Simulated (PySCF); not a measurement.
Compound: C6H4N (doublet state).
Cartesian coordinates in Å at the GFN2-xTB level; atoms count from 1:
```
atom  x, y, z in Å
C1    -2.435    0.148    0.791
C2    -1.127    0.410    0.584
C3    -0.324   -0.320   -0.314
C4     0.993   -0.047   -0.513
C5     2.182    0.214   -0.680
C6     3.486    0.492   -0.869
N7     4.604    0.734   -1.029
H8    -3.021    0.724    1.484
H9    -2.938   -0.648    0.269
H10   -0.649    1.217    1.125
H11   -0.765   -1.135   -0.875
```

The hyperfine couplings belong to this conformer and change with its torsions.

The species is `C=C[CH]C#CC#N` [radical].

Level of theory: PySCF, UKS B3LYP, pcH-1 on C H N, non-relativistic, mean-field spin-orbit, GIAO. The structure is a single GFN2-xTB conformer in the gas phase; no vibrational or solvent corrections. Couplings are sensitive to structure, and on GFN2-xTB geometries they can be far from those on DFT ones. Stability of the SCF solution: not tested. ⟨S²⟩ is 0.788 where a pure state has 0.75.

(1) Where do the isotropic ENDOR lines of C4, C3, C2, C1, C5, C6, H11, H8 and H10 fall at 336.5 mT, to first order?

(2) Which pairs are centred on the nuclear Larmor frequency, and which on half the coupling?

(3) At what field would the lower line of C5 fall to zero frequency?

Answers

(1) For S = 1/2 in fast tumbling each set of equivalent nuclei gives two lines, ν± = |νn ± a/2| to first order, with νn = g_N μN B/h and μN/h = 7.62259 MHz/T.

| nuclei | isotope | g_N | νn (MHz) | a_iso (MHz) | lower line (MHz) | upper line (MHz) |
| --- | --- | --- | --- | --- | --- | --- |
| C4 | 13C | 1.4048 | 3.60 | -52.18 | 22.49 | 29.69 |
| C3 | 13C | 1.4048 | 3.60 | 48.58 | 20.69 | 27.89 |
| C2 | 13C | 1.4048 | 3.60 | -40.32 | 16.56 | 23.77 |
| C1 | 13C | 1.4048 | 3.60 | 38.27 | 15.53 | 22.74 |
| C5 | 13C | 1.4048 | 3.60 | 35.36 | 14.08 | 21.28 |
| C6 | 13C | 1.4048 | 3.60 | -32.72 | 12.75 | 19.96 |
| H11 | 1H | 5.5857 | 14.33 | -37.97 | 4.66 | 33.31 |
| H8 | 1H | 5.5857 | 14.33 | -30.19 | 0.77 | 29.42 |
| H10 | 1H | 5.5857 | 14.33 | 10.16 | 9.25 | 19.41 |

The rows for 13C, of low natural abundance, apply to labelled samples.

(2) Centred on νn, since |a| < 2νn: H10. Centred on |a|/2 and split by 2νn: C4, C3, C2, C1, C5, C6, H11 and H8.

(3) Where νn = |a|/2, that is B = 17.68 MHz/(1.4048 × 7.62259 MHz/T) = 1650 mT, as far as first order holds there.

Couplings of abundant isotopes left out: H9 (-28.5 MHz) and N7 (4.6 MHz).

Largest spin populations (Mulliken): C3 (+0.53), C1 (+0.48), C5 (+0.39) and C4 (-0.22). Four atoms exceed +0.15. The positive populations add up to 1.60 and the negative ones to -0.60, together 2S = 1. The angles at C3 add up to 360.0°, so it is planar.
